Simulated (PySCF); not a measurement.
## Xe²⁺: ionisation energy

Xe²⁺ [Kr] 4d10 5s2 5p4 (3P) → Xe³⁺ [Kr] 4d10 5s2 5p3 (4S), as a difference of total energies. All numbers are calculated (PySCF 2.14, scalar relativity through the core potential, in aug-cc-pVQZ-PP with ECP28MDF). Correlated levels: valence: 4s2 4p6 4d10 frozen. The calculations carry no spin-orbit coupling.

| method | ionisation energy (eV) | difference from reference (eV) |
| --- | --- | --- |
| UHF | 29.370 | -1.680 |
| MP2 (valence) | 30.136 | -0.914 |
| SCS-MP2 (valence) | 30.227 | -0.823 |
| CCSD (valence) | 30.280 | -0.770 |
| CCSD(T) (valence) | 30.309 | -0.741 |

Reference: 31.05 ± 0.04 eV (semi-empirical (NIST evaluation); NIST Atomic Spectra Database, ionization energies).

The reference lies between the lowest fine-structure levels, while these numbers refer to the centres of the terms.

Errors of the correlated levels include the incompleteness of this basis and the frozen core.
